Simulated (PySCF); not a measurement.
# One molecule, several mistakes: BCGeH7N

Calculated results; nothing here was measured. They come from PySCF 2.14.0, an open-source quantum chemistry program, on an isolated molecule that a program drew, which may never have been made. The molecule is BCGeH7N (charge 0, doublet), drawn as the SMILES string `[BH][GeH2][NH]C`.

Each row is a Hartree-Fock (HF) and frozen-core CCSD(T) single point in the cc-pVDZ basis, meant for a local HF minimum. Run 1 is clean. Each other run has one planted mistake out of seven kinds, and not every kind appears here: one electron removed, one electron added, multiplicity raised by two, geometry at a saddle point, minimal basis STO-3G, one bond length entered in bohr, all coordinates scaled. The reference is restricted for singlets and unrestricted otherwise, and also for a bond in bohr. Adding or removing an electron swaps singlet and doublet. Electrons count all cores. HOMO and LUMO are orbital energies over both spins, the gradient is its largest component, and the lowest frequency (negative if imaginary) is given only where the gradient is small. Bond lengths are over the 10 bonds as drawn. T1 is the CCSD diagnostic: over 0.02 (restricted) or 0.045 (unrestricted) a single reference is doubtful. Germanium has the cc-pVDZ-PP basis, with a core potential (ECP10MDF) in place of its 10 inner electrons, and its 3s, 3p and 3d shells are frozen in CCSD(T).

Geometry of the clean run:
```xyz
11
BCGeH7N, angstrom
B    -1.0328    3.3363    1.0292
Ge   -0.5225    1.6272   -0.0203
N     1.3086    1.5183   -0.2146
C     2.0344    2.5318   -0.9596
H    -1.9880    3.6448    1.6787
H    -1.2619    1.6967   -1.3778
H    -0.9316    0.3250    0.6829
H     1.6097    0.5946   -0.4705
H     1.8459    2.5187   -2.0417
H     3.1101    2.4129   -0.8071
H     1.7669    3.5241   -0.5907
```

| run | electrons | basis functions | <S^2> | HOMO (eV) | LUMO (eV) | gradient (hartree/bohr) | lowest frequency (cm^-1) | mean bond (Å) | longest bond (Å) | T1 | HF (hartree) | CCSD(T) (hartree) | mistake |
|---|---|---|---|---|---|---|---|---|---|---|---|---|---|
| 1 | 57 | 100 | 0.757 | -8.89 | 1.22 | 3.0e-05 | 96 | 1.3933 | 2.070 | 0.0122 | -414.36582 | -414.90882 | no fault |
| 2 | 57 | 100 | 3.790 | -5.45 | -0.78 | 1.0e-01 | - | 1.3933 | 2.070 | 0.0843 | -414.25022 | -414.78615 | multiplicity raised by two |
| 3 | 57 | 100 | 0.757 | -8.92 | 1.17 | 2.0e-02 | - | 1.4267 | 2.119 | 0.0125 | -414.36037 | -414.90818 | all coordinates scaled |
| 4 | 58 | 100 | 0.000 | 0.01 | 7.69 | 3.4e-02 | - | 1.3933 | 2.070 | 0.0148 | -414.31805 | -414.89971 | one electron added |
| 5 | 57 | 100 | 1.592 | -8.05 | 0.77 | 7.0e-03 | - | 1.5310 | 2.924 | 0.0344 | -414.27229 | -414.80675 | one bond length entered in bohr |
| 6 | 56 | 100 | 0.000 | -14.29 | -6.48 | 4.6e-02 | - | 1.3933 | 2.070 | 0.0330 | -414.08251 | -414.62056 | ? |

**Which mistake was planted in run 6, and what did it cost?**

It counts 56 electrons, one fewer than the clean run, at the same geometry and basis. So the mistake is: one electron removed. Subtracting run 1 and multiplying by 627.51 kcal/mol a hartree, the energy moved by 177.8 kcal/mol in HF and 180.9 kcal/mol in CCSD(T).

Cautions from the logs. Run 2: T1 is over the limit, so its CCSD(T) energy is less reliable; run 4: the HOMO is above zero, so the electron isn't bound and the energy depends on the basis; run 6: T1 is over the limit, so its CCSD(T) energy is less reliable.
